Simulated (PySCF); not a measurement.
VH4: fields on a plane

All numbers come from UPBE0 in PySCF with V def2-TZVP, H def2-TZVP; no relativity; density-fitted integrals.

The doublet minimum has V–H 1.635 Å (×4); H–V–H 102.5° (×2), H–V–H 113.0° (×4).

The plane holds V1 at (0.00, 0.00), H2 at (1.63, 0.00), H3 at (-0.36, 1.60) Å. Columns run from x = -2.25 to 4.05 Å, rows from y = 3.75 (top) to -1.95 Å, in steps of 0.3 Å. Other isomers or separated fragments may lie lower.

Give the spin density (e/Å³) (cut at ±0.5 e/Å³). Lower edges of the bins (e/Å³): '_' -0.124, '.' -0.084, ':' -0.043, '-' -0.003, '=' 0.038, '+' 0.078, '*' 0.118, '#' 0.159, '%' 0.199, '@' 0.240; top 0.28, each point printed twice.


```
--------------------------------------------
--------------------------------------------
--------------------------------------------
--------------------------------------------
----------::::::::--------------------------
--------::::::::::::------------------------
------::::::..::::::------------------------
------::::::____::::::----------------------
------::::::....::::------------------------
----------::------------::::::--------------
--------------==--::----::::::::------------
------------==%%--::----::::::::::----------
----------==%%@@::**==--..__..::::----------
----------==##::@@##==--..__..::::----------
------------::==@@==----::::::::::----------
------------::--==------::::::::------------
--------------------------::::--------------
--------------------------------------------
--------------------------------------------
--------------------------------------------
```

Give the electron density (e/Å³) (cut at 5 e/Å³). Lower edges of the bins (e/Å³): '0' 0.000, '1' 0.030, '2' 0.076, '3' 0.151, '4' 0.268, '5' 0.455, '6' 0.750, '7' 1.218, '8' 1.960, '9' 3.136; top 5.00.


```
0000000000000000000000
0000000000000000000000
0000000000000000000000
0000000000000000000000
0000011110000000000000
0000123321000000000000
0001245532100000000000
0001357753100000000000
0001357653211000000000
0001345653212110000000
0001246764333321000000
0001258998545542100000
0001369999766753100000
0001369999766753100000
0001258998545542100000
0001234665333321000000
0001122332111110000000
0000111111000000000000
0000011000000000000000
0000000000000000000000
```

Other spin states or occupations of the open shell can lie lower.
